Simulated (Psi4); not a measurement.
C₆H₁₅B, triplet, at a GFN2-xTB geometry (a higher spin typed on purpose: for a closed-shell molecule this is an excited state), atoms displaced at random by about 0.03 Å a coordinate; R2SCAN/STO-3G, gradient (Psi4).

Psi4 was given this input:
```
memory 2 GB

molecule mol {
0 3
B    -0.258479   -0.507747    0.002217
C     1.119208    0.218679   -0.737143
C     1.211994   -0.376548   -2.151627
H     1.956367   -0.156438   -0.163717
H     1.077004    1.278297   -0.679185
H     0.355560    0.044539   -2.720381
H     1.211717   -1.447701   -2.131025
H     2.174545    0.063017   -2.593177
C    -1.550480    0.021596   -0.597635
C    -1.798532    1.502522   -0.552002
H    -2.385600   -0.422140   -0.007936
H    -1.792292   -0.348201   -1.597089
H    -1.214263    2.009029   -1.282793
H    -1.739173    1.954369    0.414091
H    -2.806256    1.742219   -0.961723
C     0.110935   -0.114546    1.600733
C     1.015911   -1.135962    2.387318
H    -0.839132   -0.148583    2.102306
H     0.519449    0.880383    1.814420
H     2.012175   -1.078718    1.976828
H     0.650283   -2.120912    2.274699
H     1.099231   -0.924666    3.372831
symmetry c1
no_reorient
no_com
}

set {
  basis sto-3g
  reference uks
}

gradient('r2scan')
print_variables()
```

**Question.** What does Psi4 print? Leave out banner, timings and long lists.

**Answer.** 
```
gradient() will perform analytic gradient computation.

   => Loading Basis Set <=

    Name: STO-3G
    Role: ORBITAL
    Keyword: BASIS

         ---------------------------------------------------------
                                   SCF
               by Justin Turney, Rob Parrish, Andy Simmonett
                          and Daniel G. A. Smith
                              UKS Reference
         ---------------------------------------------------------

  ==> Geometry <==

    Molecular point group: c1
    Full point group: C1

    Geometry (in Angstrom), charge = 0, multiplicity = 3:

       Center              X                  Y                   Z               Mass
    ------------   -----------------  -----------------  -----------------  -----------------
         B           -0.258479000000    -0.507747000000     0.002217000000    11.009305360000
         C            1.119208000000     0.218679000000    -0.737143000000    12.000000000000
         C            1.211994000000    -0.376548000000    -2.151627000000    12.000000000000
         H            1.956367000000    -0.156438000000    -0.163717000000     1.007825032230
         H            1.077004000000     1.278297000000    -0.679185000000     1.007825032230
         H            0.355560000000     0.044539000000    -2.720381000000     1.007825032230
         H            1.211717000000    -1.447701000000    -2.131025000000     1.007825032230
         H            2.174545000000     0.063017000000    -2.593177000000     1.007825032230
         C           -1.550480000000     0.021596000000    -0.597635000000    12.000000000000
         C           -1.798532000000     1.502522000000    -0.552002000000    12.000000000000
         H           -2.385600000000    -0.422140000000    -0.007936000000     1.007825032230
         H           -1.792292000000    -0.348201000000    -1.597089000000     1.007825032230
         H           -1.214263000000     2.009029000000    -1.282793000000     1.007825032230
         H           -1.739173000000     1.954369000000     0.414091000000     1.007825032230
         H           -2.806256000000     1.742219000000    -0.961723000000     1.007825032230
         C            0.110935000000    -0.114546000000     1.600733000000    12.000000000000
         C            1.015911000000    -1.135962000000     2.387318000000    12.000000000000
         H           -0.839132000000    -0.148583000000     2.102306000000     1.007825032230
         H            0.519449000000     0.880383000000     1.814420000000     1.007825032230
         H            2.012175000000    -1.078718000000     1.976828000000     1.007825032230
         H            0.650283000000    -2.120912000000     2.274699000000     1.007825032230
         H            1.099231000000    -0.924666000000     3.372831000000     1.007825032230

  Running in c1 symmetry.

  Rotational constants: A =      0.08599  B =      0.05999  C =      0.04070 [cm^-1]
  Rotational constants: A =   2577.81945  B =   1798.55288  C =   1220.15036 [MHz]
  Nuclear repulsion =  298.734547900791085

  Charge       = 0
  Multiplicity = 3
  Electrons    = 56
  Nalpha       = 29
  Nbeta        = 27

  ==> Algorithm <==

  SCF Algorithm Type is DF.
  DIIS enabled.
  MOM disabled.
  Fractional occupation disabled.
  Guess Type is SAD.
  Energy threshold   = 1.00e-08
  Density threshold  = 1.00e-08
  Integral threshold = 1.00e-12

  ==> Primary Basis <==

  Basis Set: STO-3G
    Blend: STO-3G
    Number of shells: 36
    Number of basis functions: 50
    Number of Cartesian functions: 50
    Spherical Harmonics?: true
    Max angular momentum: 1

  ==> DFT Potential <==

   => LibXC <=

    Version 7.1.2
    S. Lehtola, C. Steigemann, M. J. T. Oliveira, and M. A. L. Marques,  SoftwareX 7, 1–5 (2018) (10.1016/j.softx.2017.11.002)

   => Composite Functional: R2SCAN <=

    r2SCAN Meta-GGA XC Functional  (0.1021/acs.jpclett.0c02405)
[...]
  @DF-UKS Final Energy:  -259.05060281098150
    Total Energy =                       -259.0506028109815020
[...]
    Number of basis functions: 50
    Number of Cartesian functions: 50
    Spherical Harmonics?: true
    Max angular momentum: 1

  ==> DFJKGrad: Density-Fitted SCF Gradients <==

    Gradient:                    1
    J tasked:                  Yes
    K tasked:                   No
    wK tasked:                  No
    Integrals threads:           1
    Schwarz Cutoff:          1E-12
    Fitting Condition:       1E-10

   => Auxiliary Basis Set <=

  Basis Set: (STO-3G AUX)
    Blend: DEF2-UNIVERSAL-JKFIT
    Number of shells: 265
    Number of basis functions: 795
    Number of Cartesian functions: 923
    Spherical Harmonics?: true
    Max angular momentum: 4

  ==> DFT Potential <==

   => LibXC <=

    Version 7.1.2
    S. Lehtola, C. Steigemann, M. J. T. Oliveira, and M. A. L. Marques,  SoftwareX 7, 1–5 (2018) (10.1016/j.softx.2017.11.002)

   => Composite Functional: R2SCAN <=

    r2SCAN Meta-GGA XC Functional  (0.1021/acs.jpclett.0c02405)
    J. W. Furness, A. D. Kaplan, J. Ning, J. P. Perdew, J. Sun  J. Phys. Chem. Lett.  11, 8208–8215, 2020

    Deriv               =              1
    GGA                 =           TRUE
    Meta                =           TRUE

    Exchange Hybrid     =          FALSE
    MP2 Hybrid          =          FALSE

   => Exchange Functionals <=

    1.0000   XC_MGGA_X_R2SCAN

   => Correlation Functionals <=

    1.0000   XC_MGGA_C_R2SCAN

   => LibXC Density Thresholds  <==

    XC_MGGA_C_R2SCAN:  1.00E-15
    XC_MGGA_X_R2SCAN:  1.00E-11

   => Molecular Quadrature <=

    Radial Scheme          =       TREUTLER
    Pruning Scheme         =           NONE
    Nuclear Scheme         =       TREUTLER

    Blocking Scheme        =         OCTREE
    BS radius alpha        =              1
    Pruning alpha          =              1
    Radial Points          =             75
    Spherical Points       =            302
    Total Points           =         460218
    Total Blocks           =           3381
    Max Points             =            256
    Max Functions          =             47
    Weights Tolerance      =       1.00E-15

  -Total Gradient:
     Atom            X                  Y                   Z
    ------   -----------------  -----------------  -----------------
       1       -0.019267725267     0.015112737941    -0.031810709000
       2       -0.016747468488     0.039499064897    -0.004499139312
       3       -0.001045921016    -0.060102408881     0.012184415684
       4       -0.014442571237    -0.000062570066    -0.012601505737
       5        0.004392246250    -0.035005291105     0.002588074585
       6       -0.008248981207     0.012573286942     0.004415059513
       7       -0.001878259860     0.021986974094     0.003889931257
       8        0.021516301277     0.017677685999    -0.006975444301
       9        0.040543941988     0.021294865022     0.000426489222
      10        0.047324456118    -0.020742239198     0.036005721328
      11       -0.005423939811     0.004109704729    -0.004243221165
      12       -0.004707201865    -0.000239098862     0.011044492176
      13       -0.033064904724    -0.017679676162     0.009010006765
      14       -0.009263064537    -0.008724368262    -0.021813577198
      15        0.000546509617     0.006873430410    -0.012898125861
      16       -0.029981926111     0.014682132341    -0.008691459668
      17        0.003871577782    -0.018106055576     0.094187876802
      18        0.032089346198    -0.000251432775    -0.002740868172
      19       -0.002255976984    -0.008011716307     0.007744366937
      20       -0.016254916336     0.004679555116     0.006362588945
      21        0.011515826174     0.033683074853     0.004530109077
      22       -0.000169254729    -0.023884519157    -0.085834933395

  Variable Map:
  ----------------------------------------------------------------------------
[...]
  Array Variable Map:
  ----------------------------------------------------------------------------
[...]
[...]
```
